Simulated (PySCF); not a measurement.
Sb(Cl)3 cation (Cl₃Sb), SMILES [Cl][Sb]([Cl])[Cl] (connectivity only; charge and spin as stated), charge +1, multiplicity 2.

The structure is a stationary point at PBE0-D3(BJ)/def2-SVP. The spin state was assumed, not searched. The isomer is the one that the SMILES or the coordinates give; other isomers of the formula were not compared. The def2 effective core potentials stand for the cores of Sb; spin–orbit coupling is left out.

Level of theory: PBE0-D3(BJ)/def2-SVP (PySCF 2.14.0).

Frequencies are harmonic and unscaled.

Task: Give all harmonic wavenumbers and intensities. (An estimate is asked for; the answer gives what the named calculation found.)

Result: 
| mode | ν (cm⁻¹) | IR (km/mol) | moving atoms (share of kinetic energy) |
|---|---|---|---|
| 1 | 109 | 1.9 | Cl 88 %, Sb 12 % |
| 2 | 109 | 1.9 | Cl 88 %, Sb 12 % |
| 3 | 122 | 3.0 | Cl 64 %, Sb 36 % |
| 4 | 374 | 3.1 | Cl 89 %, Sb 11 % |
| 5 | 401 | 25.6 | Cl 72 %, Sb 28 % |
| 6 | 401 | 25.6 | Cl 72 %, Sb 28 % |
